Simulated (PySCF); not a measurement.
Si(Me)(OMe)3 anion (C₄H₁₂O₃Si), SMILES CO[Si](C)(OC)OC (connectivity only; charge and spin as stated), charge -1, multiplicity 2.

Geometry optimised at PBE0-D3(BJ)/def2-SVPD. The spin state was assumed, not searched. The isomer is the one that the SMILES or the coordinates give; other isomers of the formula were not compared. The values are those of a single conformer.

The numbers are results of CAM-B3LYP/def2-SVPD (PySCF), not measurements.

Isolated molecule, no solvent.

| Item | Result |
|---|---|
| total energy | -674.36550 hartree |
| α spin, highest occupied and lowest empty level | -0.39 and 4.67 eV |
| β spin, highest occupied and lowest empty level | -3.94 and 4.36 eV |
| dipole moment about the centre of nuclear charge | 2.52 D |
| ⟨S²⟩ | 0.752 (pure state 0.75) |
